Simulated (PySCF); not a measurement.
Species: Sn(vinyl)2(OMe)2, C6H12O2Sn.
Geometry (PBE0-D3(BJ)/def2-SVP, Å), atoms numbered from 1 in this order:
```
atom  x, y, z in Å
Sn1    0.3825   -0.1420    0.0994
C2     0.1683    0.1361    2.1900
C3    -0.8206    0.9087    2.6485
H4     0.8594   -0.3576    2.8824
H5    -1.5182    1.4085    1.9672
H6    -0.9717    1.0725    3.7227
C7     2.2214    0.2993   -0.8594
C8     3.0728    1.2049   -0.3714
H9     2.4658   -0.2480   -1.7770
H10    2.8708    1.7689    0.5466
H11    4.0232    1.4311   -0.8706
O12   -1.1115    0.9987   -0.5629
C13   -1.3894    1.1073   -1.9263
H14   -0.5430    1.5229   -2.5100
H15   -2.2449    1.7916   -2.0656
H16   -1.6647    0.1395   -2.3909
O17   -0.0328   -1.9950   -0.4877
C18   -1.2304   -2.6118   -0.1168
H19   -1.4176   -2.5832    0.9755
H20   -1.1918   -3.6743   -0.4136
H21   -2.1147   -2.1622   -0.6096
```

Computed, not measured: PySCF 2.14.0, PBE0-D3(BJ)/def2-SVP geometry optimisation, gas phase, def2 core potentials past Kr.

Question: Which atoms are bound to Sn1, and at what distances?

Answer: 4 atoms: O17 1.988 Å, O12 1.993 Å, C2 2.120 Å, C7 2.120 Å. The nearest atom not counted as bound is H9, at 2.81 Å.

Question: List the angles at Sn1.

Answer: 
```json
{"angle": "C2–Sn1–C7", "degrees": "120.4", "distance of the outer atoms (Å)": "3.68"}
{"angle": "C2–Sn1–O17", "degrees": "113.1", "distance of the outer atoms (Å)": "3.43"}
{"angle": "C7–Sn1–O12", "degrees": "112.4", "distance of the outer atoms (Å)": "3.42"}
{"angle": "O12–Sn1–O17", "degrees": "106.2", "distance of the outer atoms (Å)": "3.18"}
{"angle": "C7–Sn1–O17", "degrees": "104.0", "distance of the outer atoms (Å)": "3.24"}
{"angle": "C2–Sn1–O12", "degrees": "100.2", "distance of the outer atoms (Å)": "3.16"}
```

Question: What is the shape at Sn1?

Answer: Distorted tetrahedral: angles from 100.2° to 120.4°; τ4 = (360° − α − β)/141° = 0.90 with α and β the two widest (0 for a square, 1 for a tetrahedron).

Question: What are the other bond lengths?

Answer: C2–C3, C7–C8 1.336 Å; O12–C13, O17–C18 1.396 Å. (A selection.)

Question: Give some angles away from the centre.

Answer: Sn1–C2–C3 119.3°, Sn1–C7–C8 121.9°, Sn1–O12–C13 121.2°.

Question: What are the rotational constants (commonest isotopes, rigid rotor)?

Answer: A = 1097, B = 932.3, C = 849.1 MHz: an asymmetric top.

Point group: C1 (no symmetry element, even within 0.4 Å). Charge 0, singlet. PBE0-D3(BJ)/def2-SVP frequencies: not computed here.

One conformer stands for the species.
